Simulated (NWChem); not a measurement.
All runs are NWChem calculations. System: H2Al (+1), charge 1, spin multiplicity 1, at a geometry optimised with PBE0/def2-SVP. The structure started from a generated list of species. Level: EOM-CCSD/aug-cc-pVDZ, 5 core orbitals frozen.

Input file:

```
start mol
memory heap 100 mb stack 700 mb global 1900 mb
charge 1
geometry units angstroms nocenter noautoz
  Al     0.000000     0.000000     0.000000
  H      0.000000     0.000000     1.557902
  H      0.000000     0.000000    -1.557902
  symmetry group D2h
end
basis spherical
  * library aug-cc-pvdz
end
scf
  rhf
  nopen 0
  maxiter 100
  thresh 1e-7
  semidirect memsize 60000000 filesize 0
end
tce
  freeze core 5
  ccsd
  nroots 1
  2eorb
  2emet 13
  thresh 1e-5
  maxiter 200
  tilesize 24
  dipole
end
task tce energy
```

Output (cleaned and shortened):

```
             Northwest Computational Chemistry Package (NWChem) 7.3.0
             --------------------------------------------------------

                                NWChem Input Module
                                -------------------

 Scaling coordinates for geometry "geometry" by  1.889725989
 (inverse scale =  0.529177249)

 Turning off AUTOSYM since
 SYMMETRY directive was detected!

                             Geometry "geometry" -> ""
                             -------------------------

 Output coordinates in angstroms (scale by  1.889725989 to convert to a.u.)

  No.       Tag          Charge          X              Y              Z
 ---- ---------------- ---------- -------------- -------------- --------------
    1 Al                  13.0000     0.00000000     0.00000000     0.00000000
    2 H                    1.0000     0.00000000     0.00000000     1.55790200
    3 H                    1.0000     0.00000000     0.00000000    -1.55790200

 Effective nuclear repulsion energy (a.u.)       9.0013345502

            Nuclear Dipole moment (a.u.)
            ----------------------------
        X                 Y               Z
 ---------------- ---------------- ----------------
     0.0000000000     0.0000000000     0.0000000000

      Symmetry information
      --------------------

 Group name             D2h
 Group number             26
 Group order               8
 No. of unique centers     2

      Symmetry unique atoms

     1    2


 Summary of "ao basis" -> "" (spherical)
 ------------------------------------------------------------------------------
       Tag                 Description            Shells   Functions and Types
 ---------------- ------------------------------  ------  ---------------------
 *                        aug-cc-pvdz                 on all atoms

 Summary of "ao basis" -> "ao basis" (spherical)
 ------------------------------------------------------------------------------
       Tag                 Description            Shells   Functions and Types
 ---------------- ------------------------------  ------  ---------------------
 Al                       aug-cc-pvdz               11       27   5s4p2d
 H                        aug-cc-pvdz                5        9   3s2p

                                 NWChem SCF Module
                                 -----------------

  ao basis        = "ao basis"
  functions       =    45
  atoms           =     3
  closed shells   =     7
  open shells     =     0
  charge          =   1.00
  wavefunction    = RHF
  use symmetry    = T
  symmetry adapt  = T

 Summary of "ao basis" -> "ao basis" (spherical)
 ------------------------------------------------------------------------------
       Tag                 Description            Shells   Functions and Types
 ---------------- ------------------------------  ------  ---------------------
 Al                       aug-cc-pvdz               11       27   5s4p2d
 H                        aug-cc-pvdz                5        9   3s2p

      Symmetry analysis of basis
      --------------------------

        ag         14
        au          0
        b1g         2
        b1u         9
        b2g         4
        b2u         6
        b3g         4
        b3u         6

 Forming initial guess at       0.1s

      Superposition of Atomic Density Guess
      -------------------------------------

 Sum of atomic energies:        -242.87350134

 Renormalizing density from      15.00 to     14
[...]
 Excitation energy / hartree =        0.235265544581965
                   / eV      =        6.401903922302051

 EOM-CCSD transition moments / hartree
 --------------------------------------------
 X    0.0000000 Y    0.0000000 Z    0.0000000
 Oscillator Strength                0.0000000
 --------------------------------------------

 EOM-CCSD dipole moments / hartree & Debye
 ------------------------------------
   X         0.0000000      0.0000000
   Y         0.0000000      0.0000000
   Z        -0.0000000     -0.0000000
 Total       0.0000000      0.0000000
 ------------------------------------

 Singles contributions
     9b2u (alpha) ---     7b1u (alpha)       -0.8962679758
    14b2u (alpha) ---     7b1u (alpha)        0.1506824466
    24b2u (alpha) ---     7b1u (alpha)        0.1178274109

 Doubles contributions
    10ag  (alpha)     9b2u (beta ) ---     7b1u (alpha)     6ag  (beta )        0.1632511155
     9b2u (alpha)    10ag  (beta ) ---     6ag  (alpha)     7b1u (beta )        0.1632511155

 =========================================
 Excited-state calculation ( b3u symmetry)
 =========================================
 Dim. of EOMCC iter. space      500

 EOMCCSD SOLVER TYPE  1
  maxdiff =   0.61335962232845798

 No. of initial right vectors    1

 EOM-CCSD right-hand side iterations
 --------------------------------------------------------------
      Residuum       Omega / hartree  Omega / eV    Cpu    Wall
 --------------------------------------------------------------

 Iteration   1 using    1 trial vectors
   0.2876700102247   0.4338333565409   11.80521     0.1     0.1

 Iteration   2 using    2 trial vectors
   0.0954158724891   0.3743987865378   10.18791     0.0     0.0

 Iteration   3 using    3 trial vectors
   0.0438894784713   0.3664330169168    9.97115     0.1     0.1

 Iteration   4 using    4 trial vectors
   0.0196792524852   0.3649120247350    9.92977     0.0     0.0

 Iteration   5 using    5 trial vectors
   0.0102330563687   0.3645715126045    9.92050     0.1     0.1

 Iteration   6 using    6 trial vectors
   0.0050068977510   0.3644602158946    9.91747     0.0     0.0

 Iteration   7 using    7 trial vectors
   0.0025186253166   0.3644534790596    9.91729     0.0     0.0

 Iteration   8 using    8 trial vectors
   0.0012772977470   0.3644720570204    9.91779     0.0     0.0

 Iteration   9 using    9 trial vectors
   0.0005934391492   0.3644727636086    9.91781     0.0     0.0

 Iteration  10 using   10 trial vectors
   0.0003364431180   0.3644677670834    9.91768     0.0     0.0

 Iteration  11 using   11 trial vectors
   0.0001644264100   0.3644652688318    9.91761     0.0     0.0

 Iteration  12 using   12 trial vectors
   0.0000540825658   0.3644644462400    9.91759     0.0     0.0

 Iteration  13 using   13 trial vectors
   0.0000181960065   0.3644640840919    9.91758     0.0     0.0

 Iteration  14 using   14 trial vectors
   0.0000054095035   0.3644639892112    9.91757     0.0     0.0
 --------------------------------------------------------------
 Iterations converged
 ------------------

 Excited state root  1
 Excitation energy / hartree =        0.364463989211215
                   / eV      =        9.917573974612495
 largest EOMCCSD amplitudes: R1 and R2

 Singles contributions
     8b3u (alpha) ---     6ag  (alpha)       -0.8894189778
    13b3u (alpha) ---     6ag  (alpha)        0.1203384856

 Doubles contributions
    10ag  (alpha)     8b3u (beta ) ---     7b1u (alpha)     7b1u (beta )        0.2057471929
     8b3u (alpha)    10ag  (beta ) ---     7b1u (alpha)     7b1u (beta )        0.2057471929

 No. of initial left vectors    1

 EOM-CCSD left-hand side iterations
 --------------------------------------------------------------
      Residuum       Omega / hartree  Omega / eV    Cpu    Wall
 --------------------------------------------------------------

 Iteration   1 using    1 trial vectors
   0.2946654703104   0.4338333565409   11.80521     0.2     0.2

 Iteration   2 using    2 trial vectors
   0.0989249592298   0.3735760284998   10.16553     0.1     0.1

 Iteration   3 using    3 trial vectors
   0.0467146958263   0.3661964397424    9.96472     0.1     0.1

 Iteration   4 using    4 trial vectors
   0.0213610011987   0.3647755936872    9.92605     0.2     0.2

 Iteration   5 using    5 trial vectors
   0.0112503067725   0.3644715874904    9.91778     0.2     0.2

 Iteration   6 using    6 trial vectors
   0.0054565024603   0.3644139200866    9.91621     0.1     0.1

 Iteration   7 using    7 trial vectors
   0.0027404103723   0.3644418658546    9.91697     0.2     0.2

 Iteration   8 using    8 trial vectors
   0.0013425576224   0.3644727918761    9.91781     0.2     0.2

 Iteration   9 using    9 trial vectors
   0.0006307124982   0.3644742385428    9.91785     0.2     0.2

 Iteration  10 using   10 trial vectors
   0.0003510924008   0.3644683890507    9.91769     0.2     0.2

 Iteration  11 using   11 trial vectors
   0.0001694734201   0.3644654086825    9.91761     0.2     0.2

 Iteration  12 using   12 trial vectors
   0.0000542505392   0.3644644938420    9.91759     0.2     0.2

 Iteration  13 using   13 trial vectors
   0.0000181602775   0.3644640880893    9.91758     0.2     0.2

 Iteration  14 using   14 trial vectors
   0.0000053564884   0.3644639940013    9.91757     0.2     0.2
 --------------------------------------------------------------
 Iterations converged

 Excited state root  1
 Excitation energy / hartree =        0.364463989211215
                   / eV      =        9.917573974612495

 EOM-CCSD transition moments / hartree
 --------------------------------------------
 X    1.4012339 Y    0.0000000 Z    0.0000000
 Oscillator Strength                0.4770728
 --------------------------------------------

 EOM-CCSD dipole moments / hartree & Debye
 ------------------------------------
   X         0.0000000      0.0000000
   Y         0.0000000      0.0000000
   Z        -0.0000000     -0.0000000
 Total       0.0000000      0.0000000
 ------------------------------------

 Singles contributions
     8b3u (alpha) ---     6ag  (alpha)       -0.8894189778
    13b3u (alpha) ---     6ag  (alpha)        0.1203384856

 Doubles contributions
    10ag  (alpha)     8b3u (beta ) ---     7b1u (alpha)     7b1u (beta )        0.2057471929
     8b3u (alpha)    10ag  (beta ) ---     7b1u (alpha)     7b1u (beta )        0.2057471929

 Task  times  cpu:       32.8s     wall:       32.8s

 Total times  cpu:       32.8s     wall:       32.8s
```
